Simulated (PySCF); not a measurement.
SMILES [O]([Ga]([O][SiH3])[F])[SiH3] (H6FGaO2Si2), PBE0/def2-SVP optimised geometry. Atoms within 1.6 Å of the plane z = 0.8 Å (x, y, z in Å): Ga1 (-0.23, 0.82, 0.96), O3 (-1.59, 0.25, 0.00), Si4 (-3.25, 0.25, 0.00), H5 (-3.78, -0.47, 1.20), H7 (-3.78, 1.65, 0.00), O8 (1.43, 0.53, 0.50), Si9 (2.34, -0.19, -0.69), H10 (2.02, -1.65, -0.79), H11 (3.78, -0.03, -0.33).

Level of theory: PBE0/def2-TZVP run with PySCF. Cells within 0.4 Å of a nucleus heavier than hydrogen are left out (blank, or x).

Map of the electrostatic potential (hartree/e), clipped to [-0.08, 0.12] on the plane z = 0.8 Å:

```
|11111111111111111111111111111|
|11111111111222222211111111111|
|11111111112222222221111111111|
|11111111122222222221111111111|
|11111111222222222222111111111|
|11111111222222222222111111111|
|11111112222233332222111111111|
|11111122223344543221111111111|
|11112222233578875321111111111|
|21122333335899997310111111111|
|22223555546999999300011111111|
|22235899968999999970011111111|
|2234899999999xx99998121111111|
|22359999999999999x99432211111|
|22359999999999999999653221111|
|22349999964699996557763221111|
|22237999742358864346653221111|
|22223444432235543334443221111|
|22222223322233333223332221111|
|22222222222223332222222222111|
|22222222222222222222222222211|
|22222222222222222222222222211|
|22222222222222222222222222221|
|22222222222222222222222222221|
|22222222222222222222222222221|
|22222222222222222222222222221|
|22222222222222222222222222221|
|22222222222222222222222222221|
|22222222222222222222222222211|
```
Scale: ten equal steps from -0.029 (start of '0') to 0.120 (end of '9'), in the order '0123456789'; x runs from -6.00 to 6.00, y from -6.00 (bottom) to 6.00 (top).
